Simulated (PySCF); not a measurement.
I¹⁷⁺: ionisation energy

I¹⁷⁺ [Kr] → I¹⁸⁺ [Ar] 3d10 4s2 4p5 [4p1/2^2 4p3/2^3, M_J = 3/2], as a difference of total energies. All numbers are calculated (PySCF 2.14, the two-component X2C-1e Hamiltonian, in an uncontracted even-tempered set (18 s from 0.94 bohr⁻², ratio 2.8; 14 p from 1.2 bohr⁻², ratio 2.8; 9 d from 2.2 bohr⁻², ratio 2.8; 4 f from 8.4 bohr⁻², ratio 3)). Correlated levels: [Ne] frozen; the 80 highest virtual spinors dropped. "Screened" scales the spin-orbit matrix elements by Boettger's factors to mimic the two-electron term; Breit and QED terms are absent.

| method | ionisation energy (eV) |
| --- | --- |
| GHF (screened spin-orbit) | 503.87 |
| GMP2 (screened spin-orbit) | 504.99 |

Task: How much does correlation contribute at GMP2 (screened spin-orbit)?

Result: 504.99 − (503.87) = 1.12 eV, measured against GHF (screened spin-orbit).

Breit and QED terms and the two-electron picture change are absent.

For comparison: 505 ± 3 eV (theoretical estimate listed by NIST; NIST Atomic Spectra Database, ionization energies).
